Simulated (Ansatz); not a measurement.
Basis-set extrapolation for `N[SiH]1OCO1` (PBE0-D4/def2-TZVP geometry, frozen core, the Gaussian-basis code of Ansatz). Multiplicity 1, RHF reference.

|  | def2-TZVPP | def2-QZVPP |
| --- | --- | --- |
| HF | -534.105916 | -534.127400 |
| MP2 correlation | -0.959757 | -1.033307 |
| CCSD(T) correlation | -1.022299 | not run |

Energies in hartree. Use E(X) = E(∞) + A·exp(−7.88·√X) for Hartree–Fock and E(X) = E(∞) + B·X^(−2.97) for correlation, with X = 3 and 4, and add CCSD(T) minus MP2 of the smaller set to the MP2 limit.

Problem. What is the CCSD(T) energy at the basis-set limit?

Solution. HF limit: -534.127400 + (-0.021484) × 0.13774 = -534.13036. MP2 limit: -1.033307 + (-0.073550) × 0.74074 = -1.08779. Higher-order term: -1.022299 − (-0.959757) = -0.06254. Total: -535.28069 hartree, 95.7 kcal/mol below CCSD(T)/def2-TZVPP.
